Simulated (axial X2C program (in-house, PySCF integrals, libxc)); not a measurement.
## MgTi: from the spin-free to the two-component result

Computed with an axial X2C code built on PySCF integrals. Spin-free means the one-electron spin-free X2C Hamiltonian; two-component (2c) means X2C with spin–orbit coupling and atomic mean-field two-electron Coulomb and Gaunt terms, so the difference of the two also holds small scalar two-electron terms. Basis: Ti dyall-cv3z [10s10p6d4f2g], Mg dyall-cv3z [9s8p6d3f] (cores contracted in-house); Gaussian nuclei, density fitting, unrestricted open shells. Masses: Ti 47.948 u, Mg 23.985 u.

Spin-free state: M_S = 2, Λ = 2 (beyond evenly filled blocks: σα, π+α, π-α, δ+α); fragments Ti + Mg.

| level | Re (Å) | ωe (cm⁻¹) | μ (D) |
| --- | --- | --- | --- |
| PBE0 | 2.954 | 168.3 | -0.34 |
| MP2 | 2.948 | 142.2 | n/a |
| CCSD | 2.983 | 144.3 | n/a |
| CCSD(T) | 2.883 | 176.4 | n/a |
| TPSSh | 2.927 | 180.4 | -0.52 |

Correlated methods: 14 electrons correlated (number of frozen shells: Ti 2 s, 1 p; Mg 2 s, 1 p), 326 virtual spin orbitals or spinors in MP2, 90 natural virtuals in coupled cluster.

Dipoles are positive if Mg is the positive end.

Two-component determinant lowest at the distance of the search:

Ω = 4 (⟨Sz⟩ = 2.00, ⟨Lz⟩ = 2.00 at HF); fragments Ti + Mg.

| level | Re (Å) | ωe (cm⁻¹) | μ (D) |
| --- | --- | --- | --- |
| PBE0 | 2.956 | 167.9 | -0.33 |
| MP2 | 2.951 | 141.6 | n/a |
| CCSD | 2.986 | 143.5 | n/a |
| CCSD(T) | 2.885 | 175.5 | n/a |
| TPSSh | 2.928 | 180.1 | -0.52 |

Question: From the two tables, how do the constants change at the CCSD(T) level (2c against spin-free)?

Answer: At the CCSD(T) level Re increases by 0.002 Å and ωe decreases by 0.9 cm⁻¹.

The state is one determinant whose occupation by symmetry is held fixed; it was picked as the lowest of a PBE0 search that is not exhaustive. De is not given where an atomic determinant may have missed its ground term or J level, or where the truncated virtual space spoils (T). Density functionals use the spin component along the axis (collinear). Coupled cluster ran in a truncated set of natural virtual spinors; the MP2 energy of the rest was added. (T) has no such correction and the atoms are truncated less, which lowers De at CCSD(T) by a hundredth of an eV or more. Other states lie close and PBE0, whose exact exchange favours high spin, may order them wrongly; the determinant shown need not be the ground state. The nearest other spin-free determinant of the search, M_S = 2, Λ = 0, lies 0.26 eV up at the distance of the search. Without a current term, density functionals place determinants with orbital angular momentum somewhat too high. The spin of this state cannot come from the lowest atoms; the curve heads to a higher limit, and no De is given. With several unpaired electrons one determinant need not be a pure state. Open-shell Ω = 0 determinants with evenly filled partner blocks cannot be reached by this program, so the Ω shown need not be the lowest component.
